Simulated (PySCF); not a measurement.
First SCF of a structure search on singlet [NbO2]+, at a hand-made end-on geometry. PySCF input:

```python
from pyscf import gto, scf, dft
mol = gto.M(atom='''
Nb     0.000000     0.000000     0.000000
O      0.000000     0.000000     2.163000
O      1.252800     0.000000     2.883000''',
    basis={'Nb': 'def2-TZVP', 'O': 'def2-TZVP'},
    ecp={'Nb': 'def2-TZVP'},
    charge=1, spin=0)
mf = dft.RKS(mol, xc='PBE')
mf.grids.atom_grid = (50, 194)
aux = {'Nb': 'def2-universal-JKFIT', 'O': 'def2-universal-JKFIT'}
mf = mf.density_fit(auxbasis=aux)
mf.conv_tol = 1e-08
mf.diis_space = 10
mf.max_cycle = 60
mf.init_guess = 'minao'
mf.verbose = 4
mf.kernel()
```

Excerpt of the output (cycles and frontier levels); where DIIS stalls, ADIIS, DIIS with a small level shift and a second-order solver take over in turn:

```
init E= -201.118468597148
  HOMO = -0.620757978671858  LUMO = -0.589144047991214  gap/eV = 0.86026
cycle= 1 E= -195.029968000337  delta_E= 6.09  |g|= 6.21  |ddm|= 4.85
  HOMO = -0.723224662025444  LUMO = -0.629865009077558  gap/eV = 2.54045
cycle= 2 E= -136.241096469133  delta_E= 58.8  |g|= 10.4  |ddm|= 10.9
  HOMO = -0.418801622440917  LUMO = -0.271296207910478  gap/eV = 4.01383
cycle= 3 E= -201.69091107586  delta_E= -65.4  |g|=  3.5  |ddm|= 9.78
  HOMO = -0.385474163006885  LUMO = -0.246272139061849  gap/eV = 3.78788
cycle= 4 E= -186.513416356184  delta_E= 15.2  |g|= 5.83  |ddm|= 5.37
  HOMO = -0.315285211957436  LUMO = -0.31073264987176  gap/eV = 0.12388
cycle= 5 E= -206.45299650005  delta_E= -19.9  |g|= 1.04  |ddm|= 3.63
  HOMO = -0.611870920440187  LUMO = -0.601359974201917  gap/eV = 0.28602
cycle= 6 E= -194.145080148869  delta_E= 12.3  |g|= 5.54  |ddm|= 3.88
  HOMO = -0.57225036552123  LUMO = -0.56931264335359  gap/eV = 0.07994
... 69 lines left out ...
cycle= 53 E= -206.773546795548  delta_E= -0.000772  |g|= 0.188  |ddm|= 0.0192
cycle= 54 E= -206.803082828703  delta_E= -0.0295  |g|= 0.0902  |ddm|= 0.92
cycle= 55 E= -206.80866940676  delta_E= -0.00559  |g|= 0.0561  |ddm|= 0.293
cycle= 56 E= -206.80710033589  delta_E= 0.00157  |g|= 0.0675  |ddm|= 0.0994
cycle= 57 E= -206.803744939603  delta_E= 0.00336  |g|= 0.086  |ddm|= 0.95
cycle= 58 E= -206.80772923425  delta_E= -0.00398  |g|= 0.0616  |ddm|= 0.209
cycle= 59 E= -206.807994528192  delta_E= -0.000265  |g|= 0.0597  |ddm|= 0.0186
  HOMO = -0.386072394056704  LUMO = -0.384972619105106  gap/eV = 0.02993
cycle= 60 E= -206.760648794223  delta_E= 0.0473  |g|= 0.219  |ddm|= 1.57
SCF not converged.
init E= -201.118468597148
  HOMO = -0.620757978671858  LUMO = -0.589144047991214  gap/eV = 0.86026
cycle= 1 E= -195.029968000337  delta_E= 6.09  |g|= 6.21  |ddm|= 4.85
  HOMO = -0.723224662025434  LUMO = -0.629865009077575  gap/eV = 2.54045
cycle= 2 E= -136.241096469132  delta_E= 58.8  |g|= 10.4  |ddm|= 10.9
  HOMO = -0.713224445286976  LUMO = -0.235120813898824  gap/eV = 13.00986
cycle= 3 E= -199.861838493329  delta_E= -63.6  |g|= 4.49  |ddm|= 9.56
  HOMO = -0.241470083981367  LUMO = -0.205273261878275  gap/eV = 0.98497
cycle= 4 E= -205.745650405601  delta_E= -5.88  |g|= 2.04  |ddm|= 3.73
  HOMO = -0.471814686945794  LUMO = -0.467542666171725  gap/eV = 0.11625
cycle= 5 E= -202.183050210623  delta_E= 3.56  |g|=  3.4  |ddm|= 3.68
cycle= 6 E= -206.224806848431  delta_E= -4.04  |g|= 1.66  |ddm|= 2.57
  HOMO = -0.344069080301655  LUMO = -0.339967343131613  gap/eV = 0.11161
cycle= 7 E= -206.4107060223  delta_E= -0.186  |g|= 1.12  |ddm|=  2.9
... 15 lines left out ...
cycle= 15 E= -206.721016262256  delta_E= 0.0798  |g|= 0.421  |ddm|= 1.59
cycle= 16 E= -206.762120530196  delta_E= -0.0411  |g|= 0.262  |ddm|= 1.18
  HOMO = -0.386286924925299  LUMO = -0.384342598151917  gap/eV = 0.05291
cycle= 17 E= -206.79462969618  delta_E= -0.0325  |g|= 0.242  |ddm|= 1.28
cycle= 18 E= -206.775335003102  delta_E= 0.0193  |g|= 0.193  |ddm|= 1.37
  HOMO = -0.395864844546054  LUMO = -0.392953439514503  gap/eV = 0.07922
cycle= 19 E= -206.001898964463  delta_E= 0.773  |g|= 1.76  |ddm|= 1.56
  HOMO = -0.391494553078959  LUMO = -0.385675259032097  gap/eV = 0.15835
cycle= 20 E= -206.673140888544  delta_E= -0.671  |g|= 0.746  |ddm|= 0.717
SCF not converged.
init E= -206.673140888544
  HOMO = -0.357157995239877  LUMO = -0.239497417812458  gap/eV = 3.20171
cycle= 1 E= -202.053501004476  delta_E= 4.62  |g|= 3.67  |ddm|= 2.73
  HOMO = -0.554951695356468  LUMO = -0.467376954121917  gap/eV = 2.38303
cycle= 2 E= -154.099396984091  delta_E=   48  |g|= 7.95  |ddm|= 9.51
  HOMO = -0.368943949890973  LUMO = -0.289908648932222  gap/eV = 2.15066
cycle= 3 E= -189.458508187159  delta_E= -35.4  |g|= 6.49  |ddm|= 7.12
  HOMO = -0.340787264109301  LUMO = -0.301963774692199  gap/eV = 1.05644
cycle= 4 E= -200.534986621436  delta_E= -11.1  |g|= 4.81  |ddm|=  2.3
  HOMO = -0.359005498854394  LUMO = -0.322747025650756  gap/eV = 0.98664
cycle= 5 E= -204.362216222644  delta_E= -3.83  |g|= 2.92  |ddm|= 1.49
  HOMO = -0.355143882519078  LUMO = -0.279035341148726  gap/eV = 2.07102
cycle= 6 E= -204.553646878724  delta_E= -0.191  |g|=  2.7  |ddm|= 0.612
  HOMO = -0.346444686129794  LUMO = -0.283853537085496  gap/eV = 1.70319
... 39 lines left out ...
  HOMO = -0.383394041834215  LUMO = -0.289206161888378  gap/eV = 2.56298
cycle= 27 E= -206.809659776409  delta_E= 9.9e-06  |g|= 0.0273  |ddm|= 0.0276
  HOMO = -0.383548039099839  LUMO = -0.289371038928573  gap/eV = 2.56269
cycle= 28 E= -206.80965797817  delta_E= 1.8e-06  |g|= 0.0284  |ddm|= 0.0273
  HOMO = -0.384169828153727  LUMO = -0.289364377761122  gap/eV = 2.57979
cycle= 29 E= -206.809827874956  delta_E= -0.00017  |g|= 0.0172  |ddm|= 0.02
  HOMO = -0.384145404126997  LUMO = -0.28942836150008  gap/eV = 2.57738
cycle= 30 E= -206.809890087975  delta_E= -6.22e-05  |g|= 0.0142  |ddm|= 0.0164
SCF not converged.
  HOMO = -0.391685782956629  LUMO = -0.385896421425867  gap/eV = 0.15754
macro= 0  E= -206.810072445879  delta_E= -0.000182358  |g|= 0.0142134  2 KF 9 JK
macro= 1  E= -206.810079199376  delta_E= -6.7535e-06  |g|= 0.000541277  2 KF 10 JK
macro= 2  E= -206.810079199382  delta_E= -5.85487e-12  |g|= 2.34049e-05  1 KF 2 JK
macro X = 3  E=-206.810079199382  |g|= 2.34049e-05  total 6 KF 25 JK
converged SCF energy = -206.810079199382
```

This is not the lowest solution: another start and a stability analysis within the same restricted form found one 3.0 kJ/mol lower, at -206.81122 Eh.

At the minimum of this search the closed-shell solution is unstable towards spin polarisation, so a lower open-shell solution exists.

The search for the lowest solution, 2 starts and the stability check together, took 26 s on 2 threads of a shared Arm Neoverse V2 host, with 102 basis functions; the process peaked at 0.37 GiB.
